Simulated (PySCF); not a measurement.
Predicted spectroscopic data

Theoretical values (PySCF 2.14): coordinates at the GFN2-xTB level, NMR shieldings at PBE0/pcSseg-1/GIAO. One averaged value for each set of equivalent atoms, a single conformation, gas phase, non-relativistic Hamiltonian.

References, each an isolated molecule treated in the same way: TMS for $^{1}$H and $^{13}$C. Splittings of carbon signals by F and P are missing where no couplings were computed. Where no couplings were computed, multiplicities follow the n + 1 count of equivalent neighbours, and m marks all less simple cases (inequivalent or close neighbours, rings, F or P nearby). Shifts are as computed. Against solution values, carbons near 30 ppm lie about +3 ppm off and those near 130 ppm about +5 ppm. Of 1211 compounds with measured shifts, 218 miss one by over three times the rms of a fit or turn the order of signals round; such compounds aren't used in these exercises.

Compound 1 (C₇H₁₁N₂P). $^{1}$H NMR (600 MHz, computed): δ 8.56 (m, 1H), 7.18 (m, 1H), 6.70 (m, 1H), 5.66 (m, 1H), 4.90 (sept, 1H), 1.45 (d, 6H). $^{13}$C{$^{1}$H} NMR (computed): δ 183.0 (C), 158.4 (CH), 141.7 (CH), 122.5 (CH2), 58.2 (CH), 25.7 (CH3). Structure: `InChI=1S/C7H11N2P/c1-4-7-8-9(5-10-7)6(2)3/h4-6H,1H2,2-3H3`.

Compound 2 (C₇H₁₁N₂P). $^{1}$H NMR (600 MHz, computed): δ 8.62 (m, 1H), 3.47 (m, 1H), 2.97 (m, 2H), 1.60 (m, 2H), 1.56 (t, 3H), 0.94 (m, 2H). $^{13}$C{$^{1}$H} NMR (computed): δ 190.4, 162.9, 37.9, 28.8, 16.0, 10.9. Structure: `InChI=1S/C7H11N2P/c1-2-7-8-9(5-10-7)6-3-4-6/h5-6H,2-4H2,1H3`.
